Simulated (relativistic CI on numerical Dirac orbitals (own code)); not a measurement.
# Radial parameters of Os⁶⁹⁺

Calculated at this level of theory: Dirac-Coulomb-Breit CI, KLI orbitals optimised for each configuration, model QED, unscaled Slater integrals (own radial code, finite nucleus).

Slater integrals F^k, G^k are unscaled and averaged over j, outside the closed core 1s2; ζ comes from projecting the Hamiltonian with its Breit term on Σ l·s of the shell.

- 2s2 2p3: F^2(2p,2p) = 1.4568e+06, ζ(2p) = 8.6804e+06 cm⁻¹; <r>(2p) = 0.06426, <r^2>(2p) = 0.005044 (bohr units).
- 2s 2p4: F^2(2p,2p) = 1.4555e+06, G^1(2s,2p) = 1.5772e+06, ζ(2p) = 8.6621e+06 cm⁻¹; <r>(2s) = 0.07211, <r^2>(2s) = 0.00619, <r>(2p) = 0.06431, <r^2>(2p) = 0.005053 (bohr units).
- 2p5: ζ(2p) = 8.644e+06 cm⁻¹; <r>(2p) = 0.06439, <r^2>(2p) = 0.005066 (bohr units).

Averages of the first 10 configurations, taken without configuration mixing, which lowers the lowest level and can move excited configurations by several eV; other configurations of the list can lie among them:

```json
{"Configuration": "2s2 2p3", "Parity": "odd", "States": "20", "Average energy above the lowest level (eV)": "1607.2"}
{"Configuration": "2s 2p4", "Parity": "even", "States": "30", "Average energy above the lowest level (eV)": "3066.1"}
{"Configuration": "2p5", "Parity": "odd", "States": "6", "Average energy above the lowest level (eV)": "4589.6"}
{"Configuration": "2p4 3s", "Parity": "even", "States": "30", "Average energy above the lowest level (eV)": "14358.9"}
{"Configuration": "2s2 2p2 3s", "Parity": "even", "States": "30", "Average energy above the lowest level (eV)": "11450.8"}
{"Configuration": "2p4 3p", "Parity": "odd", "States": "90", "Average energy above the lowest level (eV)": "14776.3"}
{"Configuration": "2p4 3d", "Parity": "even", "States": "150", "Average energy above the lowest level (eV)": "15109.0"}
{"Configuration": "2s2 2p2 3p", "Parity": "odd", "States": "90", "Average energy above the lowest level (eV)": "11880.8"}
{"Configuration": "2s2 2p2 3d", "Parity": "even", "States": "150", "Average energy above the lowest level (eV)": "12213.4"}
{"Configuration": "2s 2p3 3s", "Parity": "odd", "States": "80", "Average energy above the lowest level (eV)": "12872.3"}
```
